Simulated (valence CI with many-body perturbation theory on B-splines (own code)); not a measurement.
# Ladder of approximations for W⁴²⁺

Computed by configuration interaction combined with many-body perturbation theory (CI+MBPT): four valence electrons over a frozen Dirac-Fock core [Ar] 3d10, radial functions for each j: 11 s, 11 p, 9 d, 7 f, 5 g, 2 h, 1 i, with the one-electron correlation potential Σ1, the two-electron term Σ2, the three-electron term Σ3, Breit, model QED; selected CI, second order for the rest (own B-spline code, finite nucleus).

The last digits are not significant, and no measured levels were compared; by estimate large intervals hold to a few tenths of a per cent, small ones and those within an open d or f shell to about a per cent.

Each rung adds one term. CI alone is the Dirac-Coulomb CI over the frozen core; QED comes last and gives the full result, which names the levels. Energies are above (4s^2 4p1/2^2) J=0 on the same rung, in Ry.

Levels are named by their leading jj configuration (3d3/2^4 stands for four electrons in 3d with j = 3/2), which in mixed levels can hold well under half, so a name can repeat and another be missing. Letters in brackets count levels of one name in rising energy.

```tsv
Level	CI alone	Σ1	Σ2	Σ3	Breit	QED	Full
(4s^2 4p1/2 4p3/2) J=1	6.767	+0.0190	+0.0155	+0.0011	-0.0818	+0.0084	6.730
(4s^2 4p1/2 4p3/2) J=2	7.091	+0.0191	+0.0108	+0.0004	-0.0851	+0.0084	7.045
(4s 4p1/2^2 4p3/2) J=2	13.854	+0.0109	+0.0230	+0.0026	-0.0150	-0.0822	13.793
(4s^2 4p3/2^2) J=2	14.097	+0.0381	+0.0241	+0.0008	-0.1641	+0.0163	14.013
(4s^2 4p3/2^2) J=0	14.788	+0.0382	+0.0137	-0.0007	-0.1603	+0.0161	14.695
(4s 4p1/2^2 4p3/2) J=1	14.973	+0.0110	-0.0187	+0.0013	-0.0157	-0.0802	14.871
(4s^2 4p1/2 4d3/2) J=2	18.093	+0.0023	+0.0070	+0.0030	-0.1118	-0.0099	17.984
(4s^2 4p1/2 4d3/2) J=1	19.503	+0.0036	-0.0688	-0.0002	-0.1051	-0.0139	19.318
(4s 4p1/2 4p3/2^2) J=2 [a]	19.766	+0.0202	+0.0302	+0.0039	-0.1189	-0.0391	19.663
(4s^2 4p1/2 4d5/2) J=3	20.117	+0.0148	+0.0047	+0.0026	-0.1378	-0.0201	19.981
(4s 4p1/2 4p3/2^2) J=2 [b]	20.996	+0.0193	-0.0248	+0.0010	-0.1149	-0.0419	20.834
(4s 4p1/2 4p3/2^2) J=3	21.309	+0.0248	+0.0011	+0.0015	-0.1118	-0.0577	21.167
(4s 4p1/2 4p3/2^2) J=0	21.506	+0.0295	+0.0238	+0.0016	-0.0921	-0.0724	21.397
(4s 4p1/2 4p3/2^2) J=1 [a]	22.046	+0.0297	-0.0044	+0.0012	-0.0969	-0.0718	21.904
(4s 4p1/2 4p3/2^2) J=2 [c]	22.267	+0.0289	-0.0268	+0.0012	-0.1018	-0.0689	22.099
(4s 4p1/2 4p3/2^2) J=1 [b]	22.394	+0.0296	-0.0474	+0.0006	-0.0928	-0.0736	22.210
(4s 4p1/2^2 4d3/2) J=1	25.271	-0.0059	+0.0088	+0.0041	-0.0378	-0.1003	25.139
(4s 4p1/2^2 4d3/2) J=2	25.516	-0.0053	+0.0066	+0.0035	-0.0414	-0.1007	25.379
(4s^2 4p3/2 4d3/2) J=2	26.107	+0.0221	-0.0488	+0.0011	-0.1862	-0.0064	25.888
(4s^2 4p3/2 4d3/2) J=1	26.193	+0.0224	-0.0400	+0.0013	-0.1874	-0.0053	25.984
(4s^2 4p3/2 4d3/2) J=0	26.245	+0.0218	-0.0408	+0.0012	-0.1845	-0.0036	26.039
(4s^2 4p3/2 4d3/2) J=3	26.277	+0.0216	-0.0388	+0.0007	-0.1954	-0.0018	26.064
(4s^2 4p3/2 4d5/2) J=4	26.834	+0.0285	+0.0151	+0.0032	-0.2278	+0.0032	26.657
(4s^2 4p3/2 4d5/2) J=2	26.872	+0.0329	+0.0236	+0.0035	-0.2149	-0.0110	26.706
(4s 4p1/2^2 4d5/2) J=3	27.272	+0.0020	-0.0145	+0.0039	-0.0772	-0.0955	27.091
(4s 4p1/2^2 4d5/2) J=2	27.727	+0.0044	-0.0152	+0.0024	-0.0669	-0.1050	27.546
(4s^2 4p3/2 4d5/2) J=3	28.275	+0.0283	-0.0657	-0.0009	-0.2229	+0.0016	28.016
(4s^2 4p3/2 4d5/2) J=1	28.347	+0.0304	-0.0369	-0.0011	-0.2160	-0.0030	28.120
(4s 4p3/2^3) J=2	29.095	+0.0444	-0.0297	0.0000	-0.1821	-0.0533	28.875
(4p1/2^2 4p3/2^2) J=2	29.508	+0.0181	-0.0397	+0.0021	-0.0392	-0.1490	29.300
(4p1/2^2 4p3/2^2) J=0	29.874	+0.0214	-0.0299	+0.0021	-0.0312	-0.1578	29.678
```

The middle columns are the shifts that each term adds.

Problem. How does the ionisation energy move along the ladder, and which term matters most?

Solution. CI alone 2147.8, + Σ1 2149.6, + Σ2 2149.8, + Σ3 2149.7, + Breit 2147.0, + QED 2147.0 eV. The largest step is Breit, -2.7 eV. NIST lists 2149.1 ± 2.1 eV (semi-empirical).
